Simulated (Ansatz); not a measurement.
Relaxation of CH₄AlNO₂ (9 atoms, charge 0, multiplicity 1), to a largest force component of 0.015 eV/Å in at most 40 steps.

The calculation used Ansatz 0.2.0, RKS PBE-D4/6-31G.

```xyz
9
Properties=species:S:1:pos:R:3
N -0.212 0.556 1.440
C -0.446 -0.646 0.683
O -0.782 -0.314 -0.611
Al -2.321 -0.976 0.170
O -3.986 -0.835 0.881
H 0.695 1.009 1.257
H -0.920 1.293 1.052
H 0.324 -1.379 0.710
H -3.885 -1.153 1.813
```

Q: Where does it end, and by what steps?

A: It did not converge within its limit. Limits of this set-up: no polarisation functions. After 39 steps the energy has fallen by 2.622 eV; O3 moved furthest, 1.69 Å. Parted: C2–Al4, O3–Al4.

| step | energy less start (eV) | largest force component (eV/Å) | accepted |
| --- | --- | --- | --- |
| 0 | 0.0000 | 5.133 | yes |
| 2 | -1.1911 | 1.126 | yes |
| 4 | -1.4008 | 0.825 | yes |
| 6 | -1.4334 | 0.493 | yes |
| 8 | -1.4565 | 0.165 | yes |
| 10 | -1.4616 | 0.184 | yes |
| 12 | -1.4940 | 0.515 | yes |
| 14 | -1.7273 | 1.376 | yes |
| 16 | -2.1322 | 1.270 | yes |
| 18 | -2.3117 | 2.078 | no |
| 20 | -2.4209 | 0.387 | yes |
| 22 | -2.5023 | 0.550 | yes |
| 24 | -2.5326 | 0.330 | no |
| 26 | -2.5640 | 0.072 | yes |
| 28 | -2.5673 | 0.034 | yes |
| 30 | -2.5682 | 0.249 | yes |
| 32 | -2.5771 | 0.543 | yes |
| 34 | -2.6085 | 0.092 | yes |
| 36 | -2.6153 | 0.121 | yes |
| 38 | -2.6195 | 0.264 | no |
| 39 | -2.6223 | 0.029 | yes |

```xyz
9
Properties=species:S:1:pos:R:3
N 0.419 0.976 0.911
C -0.333 -0.140 0.786
O -1.599 -0.144 0.859
Al -2.586 -2.264 0.594
O -4.224 -1.674 0.783
H 1.433 0.942 0.843
H -0.031 1.875 1.076
H 0.235 -1.073 0.613
H -4.847 -0.943 0.931
```

The run took 58 s on 1 thread of AMD EPYC 9R45 96-Core Processor (Zen 5), with other jobs on the host, peak memory 0.18 GiB.
